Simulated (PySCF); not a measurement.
CH3ClOPb, neutral, multiplicity 1. Atoms are numbered in the order given.

```xyz
7

Pb     0.4575     0.3355     0.0000
Cl    -2.0425     0.6694     0.0000
O      0.4642    -1.7708     0.0000
C     -0.6230    -2.6580     0.0000
H     -1.6030    -2.1448     0.0000
H     -0.5826    -3.3142     0.8911
H     -0.5826    -3.3142    -0.8911
```
Charge 0, spin multiplicity 1.

Geometry optimised at B3LYP-D3(BJ)/def2-SVP. The def2 effective core potentials stand for the cores of Pb; spin–orbit coupling is left out. Other conformers were not sampled.

Calculation: PySCF with r2SCAN/def2-TZVP.

ESP charges are fitted to the potential on shells at 1.4 to 2.0 van der Waals radii. Atomic charges (e):

| atom | Löwdin | Mulliken | ESP fit |
|---|---|---|---|
| Pb1 | 0.43 | 0.83 | 0.59 |
| Cl2 | -0.15 | -0.46 | -0.35 |
| O3 | -0.17 | -0.56 | -0.41 |
| C4 | -0.42 | -0.11 | 0.06 |
| H5 | 0.09 | 0.11 | 0.04 |
| H6 | 0.10 | 0.09 | 0.03 |
| H7 | 0.10 | 0.09 | 0.03 |
